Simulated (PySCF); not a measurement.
A structure optimised at r2SCAN-D4/def2-TZVP, used in a PySCF frequency run:

```xyz
3

Sn     0.0000     0.0000     0.0000
O      0.0000     0.0000    -1.8079
O      0.0000     0.0000     1.8079
```
Charge 0, spin multiplicity 1.

Q: Write its SMILES, formula and point group.

A: [O]=[Sn]=[O], O2Sn, D∞h

Q: What are its rotational constants (standard atomic weights)?

A: 4.8324 GHz (linear rotor, B only)
